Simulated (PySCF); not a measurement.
# SiH4O4

SiH4O4 is a small molecule, neutral, singlet. The structure, one conformer, was relaxed in the gas phase by PBE0-D3(BJ)/def2-SVP. No frequency run checks that it is a minimum.

SMILES: O[Si](O)(O)O

```xyz
9

O    -0.644   -1.070    1.087
Si   -0.001   -0.017   -0.005
O    -0.194    1.487    0.642
O    -0.775   -0.302   -1.432
O     1.610   -0.183   -0.316
H    -0.560   -0.802    2.007
H     0.403    2.157    0.298
H    -1.694   -0.574   -1.347
H     1.824   -0.839   -0.986
```
Atom numbers follow the order of the file, from 1.

Shieldings: GIAO PBE0/pcSseg-2. Shifts are against computed references at the same level: H TMS (σ 31.24 ppm), Si TMS (σ 341.3 ppm). Core levels by delta-SCF with SCAN, pcX-2 on the ionised atom and pcseg-1 elsewhere, spin-free X2C (2p3/2 is the spin-free 2p value less a third of a first-order spin-orbit splitting); from the vacuum level, for chosen atoms.

Problem. Give the NMR and core-level values of the distinct atoms.

Solution. 
```csv
atoms,bonded to,σ (ppm),δ (ppm),core level (eV)
O1 O3 O4 O5,1 Si + 1 H,280.0,-,1s 538.98
Si2,4 O,405.1,-63.8,2p3/2 108.71
H6 H7 H8 H9,1 O,29.51,1.74,-
```

Values are those of this one static structure; atoms that internal rotation interchanges would show their mean in an NMR spectrum.

Problem. By CAM-B3LYP/def2-SVPD (TDDFT singlets, Tamm-Dancoff triplets, ionisation by delta-SCF), where does absorption start, and what does vertical ionisation take?

Solution. The lowest singlet lies at 7.89 eV (f 0.013), the strongest of the first 6 at 8.63 eV (f 0.157), the lowest triplet at 7.60 eV; vertical ionisation takes 11.89 eV.

The 3 runs behind this took 2.2 min in all, one thread each of Arm Neoverse V1 on a shared host, launched as `OMP_NUM_THREADS=1 python cluster_run.py task.json out`.
